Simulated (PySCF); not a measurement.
SMILES CC(C)(C)[Te]N (C4H11NTe), GFN2-xTB optimised geometry.

```
17

Te    -1.60    -0.21     0.00
C      0.60    -0.21     0.00
C      1.04    -1.66    -0.01
C      1.09     0.52    -1.24
C      1.09     0.49     1.25
H      2.13    -1.72    -0.01
H      0.67    -2.17    -0.90
H      0.67    -2.19     0.86
H      0.77     0.00    -2.14
H      0.69     1.53    -1.25
H      2.18     0.57    -1.24
H      0.70     1.51     1.28
H      0.77    -0.03     2.15
H      2.18     0.55     1.25
N     -1.67     1.85     0.00
H     -2.18     2.19     0.81
H     -2.17     2.19    -0.81
```

Density from B3LYP/def2-SVP, def2 effective core potentials past Kr (PySCF) at that geometry. The core electrons that the potentials of Te replace are not part of the density.

Minimum of the electron density along straight lines between bonded atoms, close to the bond critical point (lines longer than 1.1 times the sum of covalent radii, or with two minima, are not listed):

```tsv
bond	length / Å	ρ at the minimum / e bohr⁻³	∇²ρ there / e bohr⁻⁵	position (fraction from the first atom)
Te1–C2	2.200	0.106	-0.01	0.51
C2–C3	1.518	0.250	-0.57	0.50
C2–C4	1.517	0.250	-0.58	0.51
C2–C5	1.518	0.250	-0.58	0.51
C3–H6	1.090	0.275	-1.00	0.62
C3–H7	1.089	0.277	-1.01	0.62
C3–H8	1.089	0.277	-1.01	0.62
C4–H9	1.089	0.277	-1.02	0.62
C4–H10	1.088	0.279	-1.04	0.63
C4–H11	1.091	0.274	-0.99	0.62
C5–H12	1.088	0.279	-1.04	0.63
C5–H14	1.091	0.274	-0.99	0.62
Te1–N15	2.063	0.111	0.25	0.50
N15–H16	1.013	0.333	-1.54	0.77
N15–H17	1.013	0.333	-1.54	0.77
```
